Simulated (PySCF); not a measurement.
Problem. Write a Z-matrix for `CS/C(C)=C/C(C)=O` as optimised with GFN2-xTB.

Solution. 
Z-matrix in Å and degrees, rows numbered from 1:
```
C 
S   1  1.8146
C   2  1.7502  1  105.28
C   3  1.4894  2  111.86  1  -178.52
C   3  1.3470  2  123.93  1     1.55
C   5  1.4576  3  123.78  2   179.97
C   6  1.5157  5  113.50  3  -178.80
O   6  1.2154  5  124.75  3     1.14
H   1  1.0858  2  109.80  3    60.10
H   1  1.0858  2  109.95  3   -62.76
H   1  1.0854  2  105.75  3   178.68
H   4  1.0890  3  109.90  2   119.31
H   4  1.0888  3  110.02  2  -123.69
H   4  1.0877  3  110.65  2    -2.04
H   5  1.0788  3  120.85  2     0.29
H   7  1.0866  6  109.89  5   179.92
H   7  1.0882  6  109.82  5    59.49
H   7  1.0882  6  109.92  5   -59.57
```

The 8 heavy atoms lie in one plane (0.017 Å rms). Of the pairs four or more bonds apart, C4···O8 is among the closest relative to their van der Waals radii: 2.78 Å, 86 % of the sum of Bondi's values. The C–C distances run from 1.347 Å (C3=C5, drawn double) to 1.516 Å (C6–C7, drawn single), a spread of 0.169 Å. The C–S distances run from 1.750 Å (S2–C3, drawn single) to 1.815 Å (C1–S2, drawn single), a spread of 0.065 Å.

The geometry is computed with GFN2-xTB (gas phase).

Point group: near Cs, missed by 0.10 Å at most; the miss may be what the optimiser left on a soft mode. GFN2-xTB frequencies: not computed here. One conformer, not necessarily the lowest (C1–S2–C3–C4 -179°, C3–C5–C6–C7 -179°).
